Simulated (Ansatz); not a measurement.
```yaml
atoms:
  - { symbol: Cu, position_ang: [0.0000, 0.0000, 1.4000] }
  - { symbol: Cu, position_ang: [0.0000, 0.0000, -1.4000] }
  - { symbol: O, position_ang: [0.0000, 1.1500, 0.0000] }
  - { symbol: O, position_ang: [0.0000, -1.1500, 0.0000] }
```

Basis set: pcseg-2. Charge 2. Computed with Ansatz (development build ahead of 0.2.0); the lowest solution found for each multiplicity.

Question: How do the multiplicities compare at this shape? Give, from the lowest of each method, HF (restricted) for 1, 3.

Answer:

| method | multiplicity | E (eV) | <S²> |
| --- | --- | --- | --- |
| HF, restricted | 1 | 4.404 | 0.00 |
| HF, restricted | 3 | 0.000 | 2.00 |

Caution: other spin multiplicities may lie lower. Caution for HF, restricted: no unrestricted run beside it, a lower state can exist.
